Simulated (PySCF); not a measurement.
# Nd(III) with more and more H2O

Computed with PySCF 2.14.0, PBE, def2-SVP on the ligands, density fitting, scalar-relativistic core potentials, no spin-orbit coupling, vacuum. The metal has lcecp-1-SVP with ECP49. Each complex is relaxed within the symmetry of its template. Distances are means of the shortest metal–ligand contacts, charges and spins Mulliken's; removal energies are rigid, with the ligand's formal charge and no counterpoise, so too large; for an anion taken off a cation in vacuum most of it is the attraction of opposite charges, and multiply charged cations can part far more cheaply with an electron moved from ligand to metal. lcecp potentials hold a fixed number of 4f electrons in the core, out of states, spins and gaps.

Task: Order these by the metal–ligand distance, lowest first.
A. [Nd(H2O)9]3+
B. [Nd(H2O)4]3+
C. [Nd(H2O)]3+
D. [Nd(H2O)3]3+

Result: C (2.253), D (2.327), B (2.359), A (2.539).

Task: What else do they give?

Result: 
```csv
complex,point group,M–H2O (Å),charge on M (e),removal of one H2O (eV),"strongest infrared band, degenerate modes summed (cm⁻¹)",unstable modes (below −25 cm⁻¹)
[Nd(H2O)]3+,C2v,2.253,2.51,5.11,3260,0
[Nd(H2O)3]3+,D3,2.327,1.86,3.72,3436,"0 (lowest -16 cm⁻¹, within noise)"
[Nd(H2O)4]3+,S4,2.359,1.62,3.30,3488,0
[Nd(H2O)9]3+,D3,2.539,0.58,1.85,482,0
```

The more ligands, the longer each bond and the weaker the last ligand is held.

Members with unstable modes aren't minima as they stand: saddle points kept by symmetry or, where the modes are soft, flat surfaces and noise. Moved off a saddle point of the template and relaxed again: [Nd(H2O)3]3+, [Nd(H2O)4]3+, [Nd(H2O)9]3+. One start shape was tried for each, so a minimum needn't be the lowest isomer.
